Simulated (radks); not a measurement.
Q: The mean radii <r> (bohr) of the occupied orbitals of an atom or ion are listed with their occupations. All-electron calculation, Dirac Kohn-Sham, exchange-only PBE, spin-unpolarised, spherical densities, finite nucleus; Fermi nuclear charge, rms radius of each element as measured or else 0.836 A^(1/3) + 0.57 fm. Program: a radial shooting solver on a logarithmic mesh with Libxc functionals.

| orbital | occ. | <r> |
|---|---|---|
| 1s1/2 | 2 | 0.02363 |
| 2s1/2 | 2 | 0.09950 |
| 2p1/2 | 2 | 0.08337 |
| 2p3/2 | 4 | 0.08957 |
| 3s1/2 | 2 | 0.2452 |
| 3p1/2 | 2 | 0.2326 |
| 3p3/2 | 4 | 0.2422 |

Name the element and its charge. Open shells, if any, fill j = l - 1/2 first.

A: Z = 60, neodymium, charge +42: Nd42+ in [Ar]. The 1s radius gives Z: for a bare nucleus <r> = (2 gamma + 1)/(2Z) with gamma = sqrt(1 - (Z/c)^2), 0.02332 bohr for Z = 60, and screening makes it slightly larger (0.02363 here). The occupations add up to 18, and the charge is Z minus that.
